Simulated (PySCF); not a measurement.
Ti⁺ (titanium, charge +1): M06-L calculation

Configuration: [Ar] 3d2 4s1, high-spin 4F determinant. Calculation: PySCF 2.14, in 6-31G*; no relativity, point nucleus.

```json
{
  "Total energy": "-848.971 hartree",
  "One-electron energy": "-1157.031 hartree",
  "Hartree (Coulomb) energy": "349.867 hartree",
  "Exchange-correlation energy": "-41.807 hartree",
  "Kinetic energy": "847.95930 hartree",
  "⟨S²⟩": "3.7506",
  "⟨L²⟩": "12.005",
  "Sum of ⟨r⟩": "17.20 bohr",
  "Sum of ⟨r²⟩": "28.37 bohr²",
  "Density at the nucleus (Gaussians lack the cusp)": "6710 bohr⁻³",
  "Spin density at the nucleus": "2.35 bohr⁻³",
  "Langevin diamagnetic susceptibility": "-22.5 ×10⁻⁶ cm³/mol",
  "Time after the integrals": "1.3 s of wall time on 1 thread of Neoverse-N1 (shared host)"
}
```

| shell | electrons | mean orbital energy (hartree) | spread (hartree) | rms radius, mean of both spins (bohr) |
| --- | --- | --- | --- | --- |
| 1s α | 1 | -178.70171 | 0 | 0.0813 |
| 1s β | 1 | -178.70061 | 0 | 0.0813 |
| 2s α | 1 | -20.11124 | 0 | 0.354 |
| 2s β | 1 | -20.08239 | 0 | 0.354 |
| 2p α | 3 | -16.76154 | 0 | 0.322 |
| 2p β | 3 | -16.73980 | 0 | 0.322 |
| 3s α | 1 | -2.64621 | 0 | 1.09 |
| 3s β | 1 | -2.57333 | 0 | 1.09 |
| 3p α | 3 | -1.75168 | 0.00001 | 1.18 |
| 3p β | 3 | -1.67576 | 0 | 1.18 |
| 3d α | 2 | -0.44894 | 0.00002 | 1.60 |
| 4s α | 1 | -0.38887 | 0 | 3.41 |
